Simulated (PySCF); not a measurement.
Radial density of Se³³⁺ (selenium, charge +33)

M06-L, 1s1, 2S determinant. All numbers are calculated (PySCF 2.14, the spin-free X2C one-electron Hamiltonian (Gaussian nucleus), in an even-tempered Gaussian basis (17 s from 45 bohr⁻², ratio 2.2; 7 p from 68 bohr⁻², ratio 2.4; 4 d from 200 bohr⁻², ratio 2.4; 3 f from 310 bohr⁻², ratio 2.4; 3 g from 460 bohr⁻², ratio 2.4)).

| r (bohr) | 4πr²ρ (e/bohr) | 4πr²(ρα − ρβ) |
| --- | --- | --- |
| 0.000985 | 0.2350 | 0.2350 |
| 0.00166 | 0.5804 | 0.5804 |
| 0.00279 | 1.395 | 1.3950 |
| 0.00469 | 3.197 | 3.1972 |
| 0.00788 | 6.750 | 6.7499 |
| 0.0133 | 12.38 | 12.3850 |
| 0.0223 | 17.87 | 17.8704 |
| 0.0375 | 17.13 | 17.1260 |
| 0.0631 | 8.151 | 8.1506 |
| 0.106 | 1.186 | 1.1856 |
| 0.179 | 0.02407 | 0.0241 |
| 0.300 | 2.111e-05 | 0.0000 |

Densities and radii are taken from the X2C orbitals without a picture-change correction, which distorts them close to the nucleus.

For one electron the Hartree and exchange-correlation energies should cancel; what remains is the self-interaction error.
